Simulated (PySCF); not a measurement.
## Calculated data, C2H6BGe, BGeH5N

All values are calculated (PySCF 2.14.0). Calculation on a computer-drawn molecule: the log of a Hartree-Fock and frozen-core CCSD(T) single point meant for a local Hartree-Fock minimum, with one planted fault or none, to be diagnosed. Offsets are logged minus clean, where the clean run is the same molecule without the fault. The reference is restricted for singlets and unrestricted otherwise, and also for a bond in bohr or an excited solution. Adding or removing an electron swaps singlet and doublet. The excited solution moves the top pair (singlet) or top alpha electron (doublet) to the lowest empty orbital. Highest occupied and lowest empty are orbital energies over both spins, largest force is the largest gradient component, triples share is (T) over the correlation energy, the T1 limit is 0.02 restricted and 0.045 unrestricted, electrons count all cores, a negative frequency is imaginary (commonest isotopes), and the dipole is about the centre of nuclear charge; on germanium a core potential holds 10 electrons, which the energies leave out, and 3d is frozen in MP2 and coupled-cluster steps.

Common to all runs: meant charge 1; meant multiplicity 1; meant basis cc-pVDZ; meant basis and core potential on germanium cc-pVDZ-PP ECP10MDF; logged SCF converged yes; possible faults no fault, one electron removed, one electron added, multiplicity raised by two, geometry at a saddle point, SCF held on an excited solution, minimal basis STO-3G, one bond length entered in bohr, all coordinates scaled.

```json
{"entry": 1, "formula": "C2H6BGe", "logged_structure": {"atoms_angstrom": [["B", -2.127, 1.3662, -1.4494], ["Ge", -0.8661, -0.176, -1.5826], ["C", 0.6415, 0.7178, -1.2029], ["C", -1.284, -2.0178, -1.9984], ["H", -2.7445, 2.3666, -1.3361], ["H", 0.627, 1.7828, -0.9968], ["H", 1.6236, 0.2578, -1.1599], ["H", -1.9732, -2.413, -1.2546], ["H", -1.726, -2.077, -2.9911], ["H", -0.3523, -2.5813, -1.9747]]}, "given": {"logged_electrons": 54, "logged_basis_functions": 95, "logged_spin_squared": 0.0, "logged_highest_occupied [eV]": -10.143, "logged_lowest_empty [eV]": -8.251, "logged_largest_force [hartree/bohr]": 0.14159, "logged_dipole_magnitude [debye]": 1.8634, "logged_SCF_stable_within_its_kind": "no", "logged_energy_HF [hartree]": -396.67229, "drawn_bonds_atom": [1, 2, 2, 1, 3, 3, 4, 4, 4], "drawn_bonds_other_atom": [2, 3, 4, 5, 6, 7, 8, 9, 10], "drawn_bonds_order": [1, 2, 1, 1, 1, 1, 1, 1, 1]}, "results": {"planted_fault": "SCF held on an excited solution", "HF_energy_offset_from_clean_run [kcal/mol]": 152.3}, "notes": ["coupled-cluster numbers left out as unreliable"]}
{"entry": 2, "formula": "BGeH5N", "logged_structure": {"atoms_angstrom": [["B", 1.6491, 0.4158, -0.3837], ["N", 3.1077, -0.3801, -2.1842], ["Ge", 2.8139, -1.9815, -3.3574], ["H", 0.9201, 0.7562, 0.4663], ["H", 3.9594, 0.1305, -2.384], ["H", 1.4993, -2.5081, -2.8219], ["H", 2.7597, -1.357, -4.7328], ["H", 4.0319, -2.8224, -3.0511]]}, "given": {"logged_electrons": 48, "logged_basis_functions": 76, "logged_spin_squared": 1.0203, "logged_highest_occupied [eV]": -15.339, "logged_lowest_empty [eV]": -5.2466, "logged_largest_force [hartree/bohr]": 0.020609, "logged_T1_diagnostic": 0.02359, "logged_D1_diagnostic": 0.10814, "logged_triples_share": 0.029514, "logged_CC_converged": "yes", "logged_dipole_magnitude [debye]": 9.2628, "logged_SCF_stable_within_its_kind": "yes", "logged_energy_HF [hartree]": -374.95393, "logged_energy_CCSD(T) [hartree]": -375.30197, "drawn_bonds_atom": [1, 2, 1, 2, 3, 3, 3], "drawn_bonds_other_atom": [2, 3, 4, 5, 6, 7, 8], "drawn_bonds_order": [1, 1, 1, 1, 1, 1, 1]}, "results": {"planted_fault": "one bond length entered in bohr, row 1 of the drawn bonds", "HF_energy_offset_from_clean_run [kcal/mol]": 148.3, "CCSD(T)_energy_offset_from_clean_run [kcal/mol]": 165.6}}
```
